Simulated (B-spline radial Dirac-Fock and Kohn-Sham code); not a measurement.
# Tm²⁺ 4p1/2: cross section and angular parameters

System: thulium as Tm²⁺, [Xe] 4f13; threshold 386.6 eV (orbital energy of the model). These are calculated numbers from a B-spline atomic structure program; the model is Dirac-Hartree-Slater photoionisation with a Latter tail; cross sections with all multipoles, angular parameters from the dipole term and its interference with E2.

| hν (eV) | σ (kb) | β | γ | δ |
| --- | --- | --- | --- | --- |
| 400 | 65.4 | -0.859 | -0.030 | 0.047 |
| 725 | 55.4 | 1.072 | 0.318 | 0.052 |
| 768 | 53.3 | 1.153 | 0.355 | 0.045 |
| 1080 | 39.4 | 1.466 | 0.367 | 0.016 |
| 1486.9 | 26.9 | 1.608 | 0.214 | 0.004 |
| 1930 | 18.6 | 1.665 | 0.081 | -0.001 |
| 2100 | 16.3 | 1.676 | 0.047 | -0.002 |
| 2250 | 14.6 | 1.683 | 0.023 | -0.002 |
| 2730 | 10.6 | 1.692 | -0.016 | -0.003 |
| 3490 | 6.84 | 1.686 | 0.000 | -0.004 |
| 4000 | 5.29 | 1.676 | 0.042 | -0.003 |
| 4140 | 4.95 | 1.673 | 0.056 | -0.003 |
| 4420 | 4.36 | 1.666 | 0.086 | -0.003 |
| 5200 | ? | ? | ? | ? |
| 5414.7 | 2.90 | 1.640 | 0.215 | -0.001 |
| 5620 | 2.68 | 1.634 | 0.243 | -0.001 |
| 6000 | 2.34 | 1.624 | 0.297 | 0.001 |
| 8047.8 | 1.23 | 1.567 | 0.592 | 0.009 |
| 9370 | 0.870 | 1.533 | 0.772 | 0.016 |
| 12000 | 0.484 | 1.470 | 1.096 | 0.031 |

Question: Give the values at 5200 eV.

Answer: σ = 3.15 kb, β = 1.646, γ = 0.185, δ = -0.002.
